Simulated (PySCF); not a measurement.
**Solvent effects on NMR parameters**

Structure with atom numbers: `[CH3:1][B:2]([CH3:3])[B:4]1[CH:5]=[CH:6][BH:7][CH:8]=[CH:9]1`; H(Xn) means a hydrogen on atom n.

GIAO PBE0/pcSseg-1 in PySCF 2.14 on one PBE0-D3(BJ)/def2-SVP conformer, non-relativistic, equivalent nuclei averaged. Solvents enter as an IEF-PCM continuum (benzene with ε = 2.3, dichloromethane with ε = 8.9) around the gas-phase geometry. Shifts are referred to TMS, BF3·OEt2 computed in the same medium.

Gas phase, δ in ppm: C5/C9 177.9, C6/C8 151.8, C1/C3 17.2, B2 102.7, B4 88.2, B7 55.0, H(C5)/H(C9) 7.97, H(C6)/H(C8) 7.02, H(B7) 6.00, H(C1)/H(C3) 1.14. Dipole moment 1.77 D.

Q: How does each δ change in the continuum?

A: 
```csv
atoms,environment,"Δδ, benzene","Δδ, dichloromethane"
C5/C9,alkene CH,+1.7,+3.5
C6/C8,alkene CH,-0.2,-0.5
C1/C3,methyl carbon bonded to B,+0.2,+0.3
B2,"boron bonded to 2 C, B",0.0,0.0
B4,"boron bonded to 2 C, B, in a 6-membered ring",+0.7,+1.4
B7,"boron bonded to 2 C, H, in a 6-membered ring",-0.1,-0.2
H(C5)/H(C9),hydrogen on an alkene CH,+0.12,+0.24
H(C6)/H(C8),hydrogen on an alkene CH,+0.01,+0.01
H(B7),"hydrogen on a boron bonded to 2 C, in a 6-membered ring",-0.07,-0.13
H(C1)/H(C3),hydrogen on a methyl carbon bonded to B,+0.01,+0.02
```

Changes are relative to the gas phase. The dipole moment becomes 2.09 D in benzene, 2.42 D in dichloromethane.

Q: Which of the listed nuclei move most (in ppm), and what does the model miss?

A: C5/C9 (alkene CH, +3.5 ppm) in dichloromethane. A continuum only polarises the solute; specific hydrogen bonds, the anisotropy of aromatic solvents and changes of geometry or conformer are outside it.
